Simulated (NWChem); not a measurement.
System: C₂H₂FI; SMILES F/C=C\I

Results from NWChem. Pople sets run with spherical d functions. Geometry: optimised at PBE-D3(BJ)/def2-SVP (def2 core potentials past Kr).

For level PBE0/6-311G**, non-relativistic:

| Item | Result |
|---|---|
| highest occupied level (eV) | -7.07 |
| orbital gap (eV) | 6.19 |
| dipole (D) | 2.01 |

### Question
Estimate the same quantities for level PBE0/STO-3G, non-relativistic.

### Answer
The highest occupied level (eV) is -4.40 and the orbital gap (eV) comes out as 7.63. The dipole (D) comes out as 1.75.
